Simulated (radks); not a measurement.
Q: Radial electron density D(r) = 4 pi r^2 rho(r) of an atom or ion with 36 electrons. Method: scalar-relativistic Kohn-Sham, r2SCAN, spin-polarised, spherical densities, finite nucleus; meta-GGA in the generalised Kohn-Sham scheme; Fermi nuclear charge, rms radius of each element as measured or else 0.836 A^(1/3) + 0.57 fm; computed with a radial shooting solver on a logarithmic mesh with Libxc functionals.

| r (bohr) | D(r) (e/bohr) |
|---|---|
| 0.00139 | 0.8903 |
| 0.001592 | 1.141 |
| 0.001824 | 1.458 |
| 0.002073 | 1.834 |
| 0.002375 | 2.333 |
| 0.002721 | 2.958 |
| 0.003118 | 3.738 |
| 0.003572 | 4.703 |
| 0.00406 | 5.813 |
| 0.004651 | 7.243 |
| 0.005329 | 8.968 |
| 0.006105 | 11.03 |
| 0.006994 | 13.45 |
| 0.007949 | 16.07 |
| 0.009107 | 19.23 |
| 0.01043 | 22.73 |
| 0.01195 | 26.51 |
| 0.01359 | 30.20 |
| 0.01557 | 34.11 |
| 0.01783 | 37.78 |
| 0.02043 | 40.93 |
| 0.02341 | 43.29 |
| 0.0266 | 44.55 |
| 0.03048 | 44.74 |
| 0.03492 | 43.77 |
| 0.04001 | 41.90 |
| 0.04584 | 39.64 |
| 0.0521 | 37.81 |
| 0.05968 | 36.93 |
| 0.06838 | 37.78 |
| 0.07834 | 40.55 |
| 0.08975 | 44.81 |
| 0.102 | 49.17 |
| 0.1169 | 52.69 |
| 0.1339 | 53.56 |
| 0.1534 | 51.00 |
| 0.1758 | 45.42 |
| 0.1998 | 38.89 |
| 0.2289 | 32.88 |
| 0.2622 | 29.85 |
| 0.3004 | 30.47 |
| 0.3442 | 33.57 |
| 0.3911 | 36.48 |
| 0.4481 | 37.19 |
| 0.5134 | 34.26 |
| 0.5882 | 28.24 |
| 0.6739 | 20.92 |
| 0.7659 | 14.61 |
| 0.8775 | 9.779 |
| 1.005 | 7.154 |
| 1.152 | 6.157 |
| 1.309 | 5.882 |
| 1.5 | 5.581 |
| 1.718 | 4.933 |
| 1.969 | 3.953 |
| 2.255 | 2.849 |
| 2.563 | 1.896 |
| 2.937 | 1.103 |
| 3.365 | 0.5699 |
| 3.855 | 0.2589 |
| 4.416 | 0.1023 |
| 5.019 | 0.03714 |
| 5.751 | 0.01075 |
| 6.588 | 0.002576 |

What is the nuclear charge?

A: Z = 36. The innermost maximum, from 1s, lies near gamma/Z bohr with gamma = sqrt(1 - (Z/c)^2) = 0.965, here 0.0268 bohr (found: 0.0291), and its height grows with Z. The density is that of neutral krypton in [Kr]; the configuration itself is not fixed sharply by these data, and Z only to about a unit. D(r) has 3 maxima, at r = 0.0291, 0.130, 0.431 bohr, and minima at 0.0602, 0.273 bohr, inside which lie 2.07, 11.00 electrons.
